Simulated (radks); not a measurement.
K VI, configuration [Ne] 3s2 3p2 (the NIST ground configuration). Calculated with a radial shooting solver on a logarithmic mesh with Libxc functionals: Dirac Kohn-Sham, PBE, spin-unpolarised, spherical densities, finite nucleus; open shells fill j = l - 1/2 first; Fermi nuclear charge, rms radius 3.4349 fm. Some entries of the table are withheld. Estimate them.

orbital,occ.,eigenvalue (eV),r(max) (bohr),<1/r> (bohr^-1)
1s1/2,2,-3612.096,(1),18.72
2s1/2,2,-439.3996,0.3175,3.821
2p1/2,2,-368.5744,0.2605,3.743
2p3/2,4,-365.6500,0.2625,3.708
3s1/2,2,-107.5133,1.021,1.231
3p1/2,2,-89.2899,1.053,(2)
3p3/2,0,-88.8955,1.057,(3)

Answer. 
(1) 1s1/2 r(max) (bohr): 0.05301
(2) 3p1/2 <1/r> (bohr^-1): 1.144
(3) 3p3/2 <1/r> (bohr^-1): 1.138
